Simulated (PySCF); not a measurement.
Precursor series metal swap MX4 Cl. Isolated molecules, 0 K electronic values unless said otherwise.

These are PySCF with TPSSh-D3(BJ)/def2-TZVP // TPSS-D3(BJ)/def2-SVP values and carry that method's errors. All candidates: neutral, multiplicity 1. 

```
Quantity          Value
-------------  --------
HOMO–LUMO gap   5.78 eV
HOMO           -9.01 eV
LUMO           -3.23 eV
```

**Question.** Which member has these values?
(A) [Zr(Cl)4]
(B) [V(=O)(Cl)3]
(C) [W(=O)(Cl)4]
(D) [Mo(=O)(Cl)4]

**Answer.** A, [Zr(Cl)4]. The others give [Mo(=O)(Cl)4]: 2.20 eV, -8.27 eV, -6.07 eV; [V(=O)(Cl)3]: 4.02 eV, -9.00 eV, -4.98 eV; [W(=O)(Cl)4]: 2.88 eV, -8.33 eV, -5.46 eV
